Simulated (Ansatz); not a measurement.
`N=C(S)CO` + `[SiH3]S` → `OCS[SiH3]` + `N=CS`  (substitution at a C–C bond)

Computed with Ansatz on PBE0-D4/def2-TZVP structures; ΔE is electronic, products minus reactants. CCSD(T)/CBS is the MP2 limit (def2-TZVPP, def2-QZVPP) plus CCSD(T) − MP2 in def2-TZVPP, frozen cores. This one scheme is used for every species. Functionals use def2-TZVPP. B3LYP here is the variant with VWN-RPA as its local correlation; programs differ in this. One conformer a species, not always the lowest.

| level | ΔE (kcal/mol) |
| --- | --- |
| PBE-D4 | 6.6 |
| PBE0-D4 | 7.5 |
| B3LYP-D4 | 7.1 |
| ωB97X-V | 7.9 |
| B3LYP | 7.0 |
| CCSD(T)/def2-TZVPP | 8.5 |
| HF/def2-QZVPP | 8.2 |
| MP2/def2-QZVPP | 8.1 |

Question: What does CCSD(T)/CBS give? (An estimate is asked.)

Answer: Computed: +7.9 kcal/mol. The listed levels differ from it by -1.3, -0.4, -0.8, 0.0, -0.9, 0.6, 0.3, 0.2 kcal/mol.

Largest T1 diagnostic among the species: 0.014.

From PBE to PBE0 (25 % exact exchange), in def2-TZVPP and without D4, ΔE moves by +0.9 kcal/mol.
